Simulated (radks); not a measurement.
Valence configurations of Pm (all share [Xe]). Calculated with a radial shooting solver on a logarithmic mesh with Libxc functionals: scalar-relativistic Kohn-Sham, LDA (Slater exchange, Perdew-Wang correlation), spin-polarised, spherical densities, finite nucleus; open shells are filled with parallel spins first (spin-orbit coupling, left out, can overturn this in heavy ions); Fermi nuclear charge, rms radius 4.962 fm. Energies are relative to 4f5 6s2; eigenvalues in eV for spin up.

valence          E (eV)  moment (Bohr magnetons)    e(4f)   e(5d)   e(6p)   e(6s)
4f5 6s2           0.000                        5   -3.303       -       -  -3.760
4f5 5d1 6s1       1.177                        7   -2.043  -1.613       -  -3.581
4f4 6s2 6p1       5.641                        5  -11.921       -  -2.408  -5.549
4f5.5 6s1.5       0.669                        6   -0.591       -       -  -3.432
4f5 6s1 6p1       1.894                        7   -4.432       -  -2.061  -4.701
4f6 6p1           4.234                        7   -0.191       -  -1.771       -
4f4 5d1 6s2       3.251                        5   -8.742  -3.323       -  -4.254
4f4.5 6s2 6p0.5   1.876                        5   -7.408       -  -1.886  -4.675
4f7               6.023                        7   -0.324       -       -       -

NIST lists [Xe] 4f5 6s2 as the ground configuration; this level of theory agrees among the configurations tried. The energies are those of spherical high-spin densities, not of single terms. No valid solution was reached for [Xe] 4f6 6s1.
